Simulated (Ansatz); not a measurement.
Reaction (isomerisation): `[SiH3]OC[SiH2]S` → `O[SiH2]C[SiH2]S`

Gas-phase electronic energies from Ansatz, PBE0-D4/def2-TZVP geometries. CBS: MP2 limit from def2 TZ/QZ plus the TZ coupled-cluster correction, frozen cores. Functionals use def2-TZVPP. Each species was taken in one conformer, which may not be the lowest.

`[SiH3]OC[SiH2]S`:

```xyz
13

Si   -0.308    2.072   -0.907
O     0.241    0.605   -0.395
C    -0.378   -0.075    0.690
Si    0.519   -1.719    0.921
S     0.424   -2.853   -0.883
H    -0.207    3.077    0.187
H    -1.735    1.976   -1.323
H     0.546    2.460   -2.052
H    -1.442   -0.254    0.486
H    -0.315    0.521    1.612
H    -0.156   -2.536    1.962
H     1.922   -1.444    1.324
H     0.890   -1.829   -1.621
```

`O[SiH2]C[SiH2]S`:

Cartesian coordinates in Å:
```
O 2.757 0.952 0.724
Si 1.607 0.405 -0.324
C -0.006 0.000 0.526
Si -1.316 -0.740 -0.578
S -3.064 -1.364 0.492
H 2.633 1.816 1.118
H 1.343 1.416 -1.386
H 2.185 -0.818 -0.927
H -0.414 0.913 0.974
H 0.193 -0.703 1.343
H -1.687 0.237 -1.634
H -0.830 -1.991 -1.213
H -3.403 -0.124 0.885
```

```tsv
level	ΔE (kJ/mol)	difference from CCSD(T)/CBS
PBE-D4	-115.8	6.1
r2SCAN-D4	-120.7	1.2
ωB97M-V	-118.2	3.7
B2PLYP	-114.6	7.3
PBE	-116.0	5.9
PBE0	-120.0	1.9
HF/def2-TZVPP	-106.0	15.9
CCSD(T)/def2-TZVPP	-117.9	4.0
HF/def2-QZVPP	-106.1	15.8
SCS-MP2/def2-QZVPP	-119.7	2.2
CCSD(T)/CBS	-121.9	0
```

Largest T1 diagnostic among the species: 0.012.

From PBE to PBE0 (25 % exact exchange), in def2-TZVPP and without D4, ΔE moves by −4.0 kJ/mol. In def2-TZVPP, CCSD(T) changes the Hartree–Fock value by −11.8 kJ/mol (the triples alone add −0.8 kJ/mol) and MP2 by −19.8 kJ/mol.
